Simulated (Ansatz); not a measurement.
# Nudged elastic band run: AlClH2O2

input.yaml

```yaml
crystal:
  periodic: [false, false, false]
  atoms:
    - { symbol: O, position_ang: [-0.168245, 1.388346, -0.849437] }
    - { symbol: Al, position_ang: [-0.03617, -0.072047, -0.028522] }
    - { symbol: O, position_ang: [1.050224, -0.194849, 1.247573] }
    - { symbol: Cl, position_ang: [-1.210708, -1.71865, -0.592814] }
    - { symbol: H, position_ang: [-0.764402, 1.524081, -1.580531] }
    - { symbol: H, position_ang: [1.171402, -0.99078, 1.757632] }
basis:
  gaussian: { orbitals: "6-31G*" }
hamiltonian:
  xc: { name: BHLYP }
neb:
  order_check: false
  images: 5
  f_tol: 0.05
  max_iterations: 60
  final_atoms:
    - { symbol: O, position_ang: [-0.07264403, 1.26113103, -0.68316058] }
    - { symbol: Al, position_ang: [-0.13300736, -0.29602396, -0.03916881] }
    - { symbol: O, position_ang: [0.84487369, -0.73043218, 1.25844198] }
    - { symbol: Cl, position_ang: [-1.42501455, -1.73278534, -0.82959227] }
    - { symbol: H, position_ang: [-0.61518487, 1.54122233, -1.41587275] }
    - { symbol: H, position_ang: [1.44307813, -0.10701089, 1.66325343] }
  initial_path:
    images:
      - { positions_ang: [[-0.168245, 1.388346, -0.849437], [-0.03617, -0.072047, -0.028522], [1.050224, -0.194849, 1.247573], [-1.210708, -1.71865, -0.592814], [-0.764402, 1.524081, -1.580531], [1.171402, -0.99078, 1.757632]] }
      - { positions_ang: [[0.02481558, 1.35048629, -1.01360106], [0.02348118, -0.11758141, -0.14475621], [1.09317692, -0.30183793, 1.18779029], [-1.25391554, -1.70067817, -0.70790703], [-0.86714294, 1.39725088, -1.15231324], [1.02168581, -0.69153867, 1.78468826]] }
      - { positions_ang: [[0.21787616, 1.31262658, -1.17776512], [0.08313235, -0.16311581, -0.26099041], [1.13612983, -0.40882685, 1.12800757], [-1.29712309, -1.68270634, -0.82300007], [-0.96988388, 1.27042075, -0.72409549], [0.87196962, -0.39229733, 1.81174451]] }
      - { positions_ang: [[0.41093674, 1.27476688, -1.34192918], [0.14278353, -0.20865022, -0.37722462], [1.17908275, -0.51581578, 1.06822486], [-1.34033063, -1.66473451, -0.9380931], [-1.07262481, 1.14359063, -0.29587773], [0.72225343, -0.093056, 1.83880077]] }
      - { positions_ang: [[0.24974315, 1.27022159, -1.12233964], [0.05085323, -0.2377748, -0.26453935], [1.06767973, -0.58735458, 1.13163056], [-1.3685586, -1.68741812, -0.90192616], [-0.92014483, 1.27613453, -0.6692094], [0.96252833, -0.09770763, 1.78028499]] }
      - { positions_ang: [[0.08854956, 1.26567631, -0.90275011], [-0.04107707, -0.26689938, -0.15185408], [0.95627671, -0.65889338, 1.19503627], [-1.39678658, -1.71010173, -0.86575921], [-0.76766485, 1.40867843, -1.04254108], [1.20280323, -0.10235926, 1.72176921]] }
      - { positions_ang: [[-0.07264403, 1.26113103, -0.68316058], [-0.13300736, -0.29602396, -0.03916881], [0.84487369, -0.73043218, 1.25844198], [-1.42501455, -1.73278534, -0.82959227], [-0.61518487, 1.54122233, -1.41587275], [1.44307813, -0.10701089, 1.66325343]] }
```

Run as:

```bash
$ ansatz run input.yaml --threads 1 --pin off --max-ram 2048MiB --backend cpu --events-out ev --progress --plain --runs-dir out
```

Output, in part (warnings, iteration lines, the closing report on the highest movable image, with atoms numbered from 0):

```
NEB end point (image 0): max|allowed force component| = 1.015e-2 eV/Å (the criterion of neb.relax_end_points is 1.000e-2)
NEB end point (image 6): max|allowed force component| = 1.900e-2 eV/Å (the criterion of neb.relax_end_points is 1.000e-2)
NEB iter   1: max|band force component| = 2.894e1 eV/Å  barrier→ = 5.2881 eV  barrier← = 5.3069 eV  Δτ_max = 0.1983 Å  (190 SCF iters)
NEB iter   2: max|band force component| = 3.908e0 eV/Å  barrier→ = 4.4629 eV  barrier← = 4.4816 eV  Δτ_max = 0.1985 Å  (160 SCF iters)
NEB iter   3: max|band force component| = 4.617e0 eV/Å  barrier→ = 2.7049 eV  barrier← = 2.7237 eV  Δτ_max = 0.1922 Å  (159 SCF iters)
NEB iter   4: max|band force component| = 3.834e0 eV/Å  barrier→ = 1.4594 eV  barrier← = 1.4781 eV  Δτ_max = 0.1280 Å  (147 SCF iters)
NEB iter   5: max|band force component| = 4.165e0 eV/Å  barrier→ = 1.1284 eV  barrier← = 1.1472 eV  Δτ_max = 0.0639 Å  (146 SCF iters)
NEB iter   6: max|band force component| = 1.179e0 eV/Å  barrier→ = 0.8600 eV  barrier← = 0.8788 eV  Δτ_max = 0.1236 Å  (146 SCF iters)
NEB iter   7: max|band force component| = 1.007e0 eV/Å  barrier→ = 0.6504 eV  barrier← = 0.6692 eV  Δτ_max = 0.1948 Å  (147 SCF iters)
NEB iter   8: max|band force component| = 6.005e-1 eV/Å  barrier→ = 0.3932 eV  barrier← = 0.4120 eV  Δτ_max = 0.1944 Å  (148 SCF iters)
NEB iter   9: max|band force component| = 7.460e-1 eV/Å  barrier→ = 0.2753 eV  barrier← = 0.2940 eV  Δτ_max = 0.1891 Å  (147 SCF iters)
NEB iter  10: max|band force component| = 1.161e0 eV/Å  barrier→ = 0.1700 eV  barrier← = 0.1888 eV  Δτ_max = 0.0990 Å  (147 SCF iters)
NEB iter  11: max|band force component| = 2.681e0 eV/Å  barrier→ = 0.1900 eV  barrier← = 0.2087 eV  Δτ_max = 0.0504 Å  (143 SCF iters)
NEB iter  12: max|band force component| = 3.289e-1 eV/Å  barrier→ = 0.1528 eV  barrier← = 0.1716 eV  CI = image 3  Δτ_max = 0.0995 Å  (146 SCF iters)
NEB iter  13: max|band force component| = 2.271e-1 eV/Å  barrier→ = 0.1478 eV  barrier← = 0.1666 eV  CI = image 3  Δτ_max = 0.0999 Å  (146 SCF iters)
NEB iter  14: max|band force component| = 2.361e-1 eV/Å  barrier→ = 0.1798 eV  barrier← = 0.1985 eV  CI = image 3  Δτ_max = 0.1015 Å  (147 SCF iters)
NEB iter  15: max|band force component| = 3.117e-1 eV/Å  barrier→ = 0.1494 eV  barrier← = 0.1682 eV  CI = image 3  Δτ_max = 0.0501 Å  (141 SCF iters)
NEB iter  16: max|band force component| = 2.051e-1 eV/Å  barrier→ = 0.1561 eV  barrier← = 0.1749 eV  CI = image 3  Δτ_max = 0.0496 Å  (147 SCF iters)
NEB iter  17: max|band force component| = 1.762e-1 eV/Å  barrier→ = 0.1382 eV  barrier← = 0.1569 eV  CI = image 3  Δτ_max = 0.1001 Å  (149 SCF iters)
NEB iter  18: max|band force component| = 2.644e-1 eV/Å  barrier→ = 0.1348 eV  barrier← = 0.1536 eV  CI = image 3  Δτ_max = 0.0499 Å  (147 SCF iters)
NEB iter  19: max|band force component| = 2.261e-1 eV/Å  barrier→ = 0.1285 eV  barrier← = 0.1473 eV  CI = image 3  Δτ_max = 0.0500 Å  (147 SCF iters)
NEB iter  20: max|band force component| = 2.658e-1 eV/Å  barrier→ = 0.1282 eV  barrier← = 0.1470 eV  CI = image 3  Δτ_max = 0.0996 Å  (146 SCF iters)
NEB iter  21: max|band force component| = 5.519e-1 eV/Å  barrier→ = 0.1284 eV  barrier← = 0.1471 eV  CI = image 3  Δτ_max = 0.1939 Å  (146 SCF iters)
NEB iter  22: max|band force component| = 6.091e-1 eV/Å  barrier→ = 0.1157 eV  barrier← = 0.1345 eV  CI = image 2  Δτ_max = 0.0967 Å  (147 SCF iters)
NEB iter  23: max|band force component| = 5.111e-1 eV/Å  barrier→ = 0.1187 eV  barrier← = 0.1375 eV  CI = image 2  Δτ_max = 0.0407 Å  (147 SCF iters)
NEB iter  24: max|band force component| = 2.725e-1 eV/Å  barrier→ = 0.1056 eV  barrier← = 0.1244 eV  CI = image 2  Δτ_max = 0.0265 Å  (130 SCF iters)
NEB iter  25: max|band force component| = 1.275e-1 eV/Å  barrier→ = 0.1020 eV  barrier← = 0.1208 eV  CI = image 2  Δτ_max = 0.0212 Å  (144 SCF iters)
NEB iter  26: max|band force component| = 1.065e-1 eV/Å  barrier→ = 0.1013 eV  barrier← = 0.1200 eV  CI = image 2  Δτ_max = 0.0180 Å  (132 SCF iters)
NEB iter  27: max|band force component| = 6.089e-2 eV/Å  barrier→ = 0.1009 eV  barrier← = 0.1197 eV  CI = image 2  Δτ_max = 0.1864 Å  (126 SCF iters)
NEB iter  28: max|band force component| = 8.964e-1 eV/Å  barrier→ = 0.1644 eV  barrier← = 0.1831 eV  CI = image 1  Δτ_max = 0.1003 Å  (132 SCF iters)
NEB iter  29: max|band force component| = 4.055e-1 eV/Å  barrier→ = 0.1005 eV  barrier← = 0.1192 eV  CI = image 2  Δτ_max = 0.2000 Å  (145 SCF iters)
NEB iter  30: max|band force component| = 6.807e-1 eV/Å  barrier→ = 0.0986 eV  barrier← = 0.1173 eV  CI = image 2  Δτ_max = 0.0675 Å  (142 SCF iters)
NEB iter  31: max|band force component| = 1.916e-1 eV/Å  barrier→ = 0.1001 eV  barrier← = 0.1189 eV  CI = image 2  Δτ_max = 0.0095 Å  (143 SCF iters)
NEB iter  32: max|band force component| = 1.222e-1 eV/Å  barrier→ = 0.1002 eV  barrier← = 0.1189 eV  CI = image 2  Δτ_max = 0.0135 Å  (122 SCF iters)
NEB iter  33: max|band force component| = 3.754e-2 eV/Å  barrier→ = 0.1001 eV  barrier← = 0.1189 eV  CI = image 2  Δτ_max = 0.0000 Å  (250 SCF iters)
Total energy: -23247.87877056 eV, -854.3437868401 hartree
Atom 0 at    -0.197601     1.360866    -0.719975 Å, force    -0.007017     0.003043    -0.011073 eV/Å
Atom 1 at    -0.009450    -0.194033    -0.100926 Å, force    -0.007632    -0.008845    -0.000512 eV/Å
Atom 2 at     1.154521    -0.521820     1.055860 Å, force     0.013907    -0.001709     0.008224 eV/Å
Atom 3 at    -1.214539    -1.729357    -0.865786 Å, force     0.003274     0.003486     0.002929 eV/Å
Atom 4 at    -0.815974     1.553246    -1.420397 Å, force     0.004706     0.003929     0.006254 eV/Å
Atom 5 at     1.125144    -0.532801     2.005126 Å, force    -0.007238     0.000096    -0.005823 eV/Å
Dipole moment:    -0.138517     0.179039     0.192217 e Å
```

It converged. A vibrational analysis at the climbing image gives one clearly imaginary mode, 338i cm⁻¹: a first-order saddle point.

Final band:

```tsv
image	path coordinate (Å)	energy (eV)
0	0.00	0.000
1	0.39	0.050
2	0.77	0.100
3	0.98	0.084
4	1.18	0.042
5	1.39	0.000
6	1.59	-0.019
```

The run took 7.2 min on 1 thread of Arm Neoverse V1 (shared host), peak memory 0.14 GiB.
